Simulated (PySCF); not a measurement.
C₆H₉B₂N.
SMILES: `BN(B)c1ccccc1`

Level: wB97X-D/def2-SVPD in PySCF, non-relativistic, on one gas-phase PBE0-D3(BJ)/def2-SVP geometry that isn't relaxed in the solvent. The solvent is an IEF-PCM continuum (cavity from Bondi-type radii × 1.2), and excitations are vertical TDDFT with non-equilibrium linear response and a frozen core. Only the electrostatic response of the medium enters.

Gas-phase singlets (H = HOMO, L = LUMO):

```tsv
state	E (eV)	λ (nm)	f	leading configuration
S1	5.320	233	0.016	H→L 37%
S2	5.604	221	0.025	H→L 55%
S3	5.975	208	0.065	H→L+1 67%
S4	6.220	199	0.003	H-2→L 88%
S5	6.273	198	0.088	H-1→L 79%
```

Problem. How does the list change in acetone (ε = 20.49)?

Solution. 
```
state  E (eV)  λ (nm)      f  leading configuration  change by rank (eV)
   S1   5.322     233  0.024                H→L 41%               +0.002
   S2   5.598     221  0.032                H→L 52%               -0.006
   S3   5.952     208  0.098              H→L+1 70%               -0.023
   S4   6.255     198  0.151              H-1→L 81%               +0.035
   S5   6.261     198  0.003              H-2→L 88%               -0.012
```

Problem. How do the frontier levels move from gas to acetone?

Solution. 
```csv
orbital,gas (eV),solvent (eV),change (eV)
LUMO+2,1.27,1.33,+0.06
LUMO+1,1.15,1.19,+0.04
LUMO,0.49,0.52,+0.03
HOMO,-8.93,-8.90,+0.03
HOMO-1,-9.32,-9.28,+0.04
HOMO-2,-10.98,-11.01,-0.03
HOMO-3,-11.31,-11.23,+0.08
```

The HOMO–LUMO gap goes from 9.42 to 9.42 eV.

Conformer computed: `[BH2:1][N:2]([BH2:3])[c:4]1[cH:5][cH:6][cH:7][cH:8][cH:9]1`: B1–N2–C4–C5 -127°.
